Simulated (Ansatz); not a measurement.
Geometry optimisation of the cluster In₃P₂Cl₃.

```yaml
crystal:
  periodic: [false, false, false]
  atoms:
    - {symbol: In, position_ang: [-1.413550, 2.241100, 0.948120]}
    - {symbol: In, position_ang: [2.331450, 0.695340, -2.124070]}
    - {symbol: In, position_ang: [0.766520, -2.139300, 1.821500]}
    - {symbol: P, position_ang: [-2.267010, -0.129080, -1.164250]}
    - {symbol: P, position_ang: [-1.542860, -1.809810, -0.575240]}
    - {symbol: Cl, position_ang: [0.479250, 2.089510, -0.902270]}
    - {symbol: Cl, position_ang: [2.010700, -1.159090, -0.296470]}
    - {symbol: Cl, position_ang: [-0.364500, 0.211320, 2.292680]}
basis:
  gaussian: {orbitals: def2-SVP}
hamiltonian: {xc: pbe, dispersion: d4}
scf: {lower_state_search: "off"}
output: {orbitals: {seedname: orbitals}}
relax: {f_tol: 0.02, max_steps: 100}
```

```sh
$ ansatz run in.yaml --threads 2 --pin off --events-out ev --progress --plain --max-ram 32768MiB --backend cpu
```

It prints (some lines left out):

```
Functional definition: PBE
mean field -71633.21230294 eV, -2632.4719973980 hartree, gradient 2.0e-6 eV, S^2 0.000000; 0 other end points of the search recorded, 0 dependent functions left out
relax step   1: F+E_penalty+E_count = -71633.89665778 eV  Δ(F+E_penalty+E_count) = +0.000e0 eV  max|allowed force component| = 4.560e-1 eV/Å  Δτ_max = 0.0000 Å  (19 SCF iters, accepted)
mean field -71633.37885428 eV, -2632.4781180467 hartree, gradient 1.8e-6 eV, S^2 0.000000; 0 other end points of the search recorded, 0 dependent functions left out
relax step   2: F+E_penalty+E_count = -71634.04186429 eV  Δ(F+E_penalty+E_count) = -1.452e-1 eV  max|allowed force component| = 2.378e-1 eV/Å  Δτ_max = 0.1949 Å  (20 SCF iters, accepted)
mean field -71633.45662298 eV, -2632.4809759938 hartree, gradient 9.8e-7 eV, S^2 0.000000; 0 other end points of the search recorded, 0 dependent functions left out
relax step   3: F+E_penalty+E_count = -71634.12149323 eV  Δ(F+E_penalty+E_count) = -7.963e-2 eV  max|allowed force component| = 2.167e-1 eV/Å  Δτ_max = 0.1928 Å  (21 SCF iters, accepted)
mean field -71633.49599699 eV, -2632.4824229618 hartree, gradient 2.5e-6 eV, S^2 0.000000; 0 other end points of the search recorded, 0 dependent functions left out
relax step   4: F+E_penalty+E_count = -71634.16401417 eV  Δ(F+E_penalty+E_count) = -4.252e-2 eV  max|allowed force component| = 3.470e-1 eV/Å  Δτ_max = 0.1561 Å  (21 SCF iters, accepted)
mean field -71633.53737267 eV, -2632.4839434899 hartree, gradient 2.2e-6 eV, S^2 0.000000; 0 other end points of the search recorded, 0 dependent functions left out
relax step   5: F+E_penalty+E_count = -71634.20356761 eV  Δ(F+E_penalty+E_count) = -3.955e-2 eV  max|allowed force component| = 3.543e-1 eV/Å  Δτ_max = 0.1982 Å  (28 SCF iters, accepted)
mean field -71633.54957987 eV, -2632.4843920963 hartree, gradient 2.6e-6 eV, S^2 0.000000; 0 other end points of the search recorded, 0 dependent functions left out
relax step   6: F+E_penalty+E_count = -71634.21790779 eV  Δ(F+E_penalty+E_count) = -1.434e-2 eV  max|allowed force component| = 1.583e-1 eV/Å  Δτ_max = 0.0706 Å  (21 SCF iters, accepted)
mean field -71633.56239607 eV, -2632.4848630829 hartree, gradient 1.3e-6 eV, S^2 0.000000; 0 other end points of the search recorded, 0 dependent functions left out
relax step   7: F+E_penalty+E_count = -71634.22886171 eV  Δ(F+E_penalty+E_count) = -1.095e-2 eV  max|allowed force component| = 6.258e-2 eV/Å  Δτ_max = 0.1995 Å  (21 SCF iters, accepted)
mean field -71633.58035901 eV, -2632.4855232090 hartree, gradient 2.7e-6 eV, S^2 0.000000; 0 other end points of the search recorded, 0 dependent functions left out
relax step   8: F+E_penalty+E_count = -71634.24041505 eV  Δ(F+E_penalty+E_count) = -1.155e-2 eV  max|allowed force component| = 7.959e-2 eV/Å  Δτ_max = 0.1959 Å  (20 SCF iters, accepted)
mean field -71633.59113302 eV, -2632.4859191467 hartree, gradient 7.5e-7 eV, S^2 0.000000; 0 other end points of the search recorded, 0 dependent functions left out
relax step   9: F+E_penalty+E_count = -71634.25027456 eV  Δ(F+E_penalty+E_count) = -9.860e-3 eV  max|allowed force component| = 1.178e-1 eV/Å  Δτ_max = 0.1954 Å  (22 SCF iters, accepted)
mean field -71633.59342225 eV, -2632.4860032742 hartree, gradient 1.7e-6 eV, S^2 0.000000; 0 other end points of the search recorded, 0 dependent functions left out
relax step  10: F+E_penalty+E_count = -71634.25801618 eV  Δ(F+E_penalty+E_count) = -7.742e-3 eV  max|allowed force component| = 1.529e-1 eV/Å  Δτ_max = 0.1927 Å  (21 SCF iters, accepted)
mean field -71633.59840948 eV, -2632.4861865515 hartree, gradient 2.1e-6 eV, S^2 0.000000; 0 other end points of the search recorded, 0 dependent functions left out
relax step  11: F+E_penalty+E_count = -71634.26714394 eV  Δ(F+E_penalty+E_count) = -9.128e-3 eV  max|allowed force component| = 1.491e-1 eV/Å  Δτ_max = 0.1940 Å  (22 SCF iters, accepted)
mean field -71633.61212653 eV, -2632.4866906436 hartree, gradient 1.1e-6 eV, S^2 0.000000; 0 other end points of the search recorded, 0 dependent functions left out
relax step  12: F+E_penalty+E_count = -71634.29058912 eV  Δ(F+E_penalty+E_count) = -2.345e-2 eV  max|allowed force component| = 9.838e-2 eV/Å  Δτ_max = 0.1925 Å  (21 SCF iters, accepted)
mean field -71633.63025305 eV, -2632.4873567812 hartree, gradient 1.1e-6 eV, S^2 0.000000; 0 other end points of the search recorded, 0 dependent functions left out
relax step  13: F+E_penalty+E_count = -71634.31827861 eV  Δ(F+E_penalty+E_count) = -2.769e-2 eV  max|allowed force component| = 1.030e-1 eV/Å  Δτ_max = 0.1950 Å  (21 SCF iters, accepted)
mean field -71633.65683693 eV, -2632.4883337208 hartree, gradient 9.8e-7 eV, S^2 0.000000; 0 other end points of the search recorded, 0 dependent functions left out
relax step  14: F+E_penalty+E_count = -71634.34962402 eV  Δ(F+E_penalty+E_count) = -3.135e-2 eV  max|allowed force component| = 8.237e-2 eV/Å  Δτ_max = 0.1906 Å  (21 SCF iters, accepted)
mean field -71633.68300304 eV, -2632.4892953075 hartree, gradient 1.2e-6 eV, S^2 0.000000; 0 other end points of the search recorded, 0 dependent functions left out
relax step  15: F+E_penalty+E_count = -71634.36957971 eV  Δ(F+E_penalty+E_count) = -1.996e-2 eV  max|allowed force component| = 4.641e-2 eV/Å  Δτ_max = 0.1951 Å  (21 SCF iters, accepted)
mean field -71633.68966731 eV, -2632.4895402148 hartree, gradient 2.8e-6 eV, S^2 0.000000; 0 other end points of the search recorded, 0 dependent functions left out
relax step  16: F+E_penalty+E_count = -71634.37272942 eV  Δ(F+E_penalty+E_count) = -3.150e-3 eV  max|allowed force component| = 3.522e-2 eV/Å  Δτ_max = 0.0522 Å  (22 SCF iters, accepted)
mean field -71633.69187225 eV, -2632.4896212449 hartree, gradient 1.4e-6 eV, S^2 0.000000; 0 other end points of the search recorded, 0 dependent functions left out
relax step  17: F+E_penalty+E_count = -71634.37349845 eV  Δ(F+E_penalty+E_count) = -7.690e-4 eV  max|allowed force component| = 3.693e-2 eV/Å  Δτ_max = 0.1014 Å  (21 SCF iters, accepted)
mean field -71633.69511834 eV, -2632.4897405366 hartree, gradient 2.3e-6 eV, S^2 0.000000; 0 other end points of the search recorded, 0 dependent functions left out
relax step  18: F+E_penalty+E_count = -71634.37491109 eV  Δ(F+E_penalty+E_count) = -1.413e-3 eV  max|allowed force component| = 1.968e-2 eV/Å  Δτ_max = 0.0364 Å  (23 SCF iters, accepted)
Total energy: -71634.37496261 eV, -2632.5147243526 hartree
Atom 0 at    -1.343069     1.849879     0.502984 Å, force    -0.005730     0.001799    -0.000605 eV/Å
Atom 1 at     2.634217     1.077155    -0.384310 Å, force     0.009611    -0.009053    -0.003969 eV/Å
Atom 2 at     0.566934    -2.044717     1.464012 Å, force     0.003532     0.004266    -0.015086 eV/Å
Atom 3 at    -2.771199    -0.432319    -0.782284 Å, force    -0.002469    -0.000092     0.012346 eV/Å
Atom 4 at    -1.746893    -2.059915    -0.495012 Å, force    -0.001198    -0.004187    -0.010126 eV/Å
Atom 5 at     0.391169     2.414197    -1.372536 Å, force     0.000634    -0.003022     0.000865 eV/Å
Atom 6 at     1.630346    -1.468770    -0.915412 Å, force    -0.001433     0.008705     0.019681 eV/Å
Atom 7 at     0.638494     0.664480     1.982559 Å, force    -0.002945     0.001583    -0.003106 eV/Å
Dipole moment:    -0.149186    -0.099098     0.409446 e Å
Checks for a lower state left out: stability, starts, cluster_reference, orbital_swaps, neighbouring_geometries, increment
```

Run time 66 s (2 threads of AMD EPYC 7R13 on a shared host).

In the def2 sets In takes a core potential; there is no spin–orbit coupling. The restricted singlet is unstable towards broken spin symmetry in Hartree–Fock (as tested in another run); at PBE-D4/def2-SVP this wasn't settled. Another isomer (singlet) lies 0.12 eV lower at PBE0-D4/def2-TZVP; other spin states weren't run for this one.
